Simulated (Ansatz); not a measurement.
The same path of AlClH$_{8}$N$_{2}$OSi (14 atoms, charge 0, multiplicity 1) was run 3 times with different band settings.

Computed with Ansatz, RKS PBE/def2-SVP.

Relaxed end points:

```xyz
14
Properties=species:S:1:pos:R:3
Al 0.210 0.262 0.003
Cl -0.583 -0.856 1.678
N 1.903 -0.153 -0.462
H 2.442 -0.869 0.030
H 2.223 -0.107 -1.433
O -0.911 0.802 -1.236
H -1.520 0.228 -1.724
N 0.223 2.126 0.801
H 1.191 2.483 0.777
Si -0.955 3.238 -0.069
H -2.345 2.730 0.115
H -0.847 4.553 0.669
H -0.488 3.464 -1.466
H -0.024 2.022 1.798
```

```xyz
14
Properties=species:S:1:pos:R:3
Al 0.179 0.266 0.130
Cl -0.315 -0.614 2.047
N 1.765 -0.265 -0.546
H 1.942 -0.317 -1.552
H 2.354 -0.950 -0.068
O -1.132 0.688 -0.956
H -1.766 0.060 -1.332
N 0.352 2.211 0.675
H 1.318 2.514 0.475
Si -0.898 3.275 -0.150
H -0.643 3.281 -1.619
H -2.261 2.875 0.302
H -0.622 4.666 0.371
H 0.248 2.233 1.703
```

Common settings: movable images 9; climbing image yes; optimiser quadratic models (default); start path through a guess of the saddle point; iteration limit 60; end points relaxed.

| run | spring | force threshold |
| --- | --- | --- |
| 1 | 5.0 eV/Å² | 0.03 eV/Å |
| 2 | 5.0 eV/Å² | 0.5 eV/Å |
| 3 | 0.1 eV/Å² | 0.03 eV/Å |

What does each run give, and how far can it be trusted?

Run 1: converged after 29 iterations, highest image 0.163 eV above the first end. The profile has 2 maxima (images 2, 6) with wells between them (image 5): this band takes more than one step, which may be the mechanism or a detour left from its start path. A vibrational analysis at the climbing image gives one clearly imaginary mode, 276i cm⁻¹: a first-order saddle point.
Run 2: converged after 8 iterations, highest image 0.333 eV above the first end. The threshold of 0.5 eV/Å is loose, so the images may lie well off the minimum-energy path. The order of the point at the top wasn't checked. Another band between the same ends, with other settings, climbed to 0.163 eV only, so this figure is probably too high.
Run 3: converged after 28 iterations, highest image 0.163 eV above the first end. The profile has 2 maxima (images 2, 5) with wells between them (image 4): this band takes more than one step, which may be the mechanism or a detour left from its start path. Another band between the same ends (9 images) ends at a top of the same energy, where a vibrational analysis finds 1 clearly imaginary mode.
